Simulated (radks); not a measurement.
Results of a calculation; reference values are marked as such.
Spherical quantum dot in the effective-mass picture: electrons in a parabolic well V = omega^2 r^2 / 2 with omega = 4.58, with a point charge +1 (a donor) at the centre, all in effective atomic units (hartree* = m*/eps^2 hartree, bohr* = eps/m* bohr), one dielectric constant everywhere. Level of theory: non-relativistic Kohn-Sham, exchange-only LDA, spin-polarised, spherical densities (a radial shooting solver with Libxc functionals). Levels are named by radial order and angular momentum (1s, 1p, 1d, 2s, ...), and open shells are averaged over m. Results are scaled to m* = 0.072 and eps = 13.3, for which hartree* = 11.08 meV and bohr* = 9.775 nm.

N = 2, configuration 1s2. This is the lowest configuration that the search found. Occupied and some empty levels:

| level | occupation | eigenvalue (meV) | <r> (nm) |
|---|---|---|---|
| 1s | 2 | 76.625 | 4.838 |
| 1p | 0 | 133.06 | 6.795 |
| 2s | 0 | 178.43 | 7.593 |
| 1d | 0 | 184.80 | 8.224 |

Energy (meV): total 118.576, kinetic 85.924, external 9.4748, Hartree 40.421, exchange-correlation -17.243.
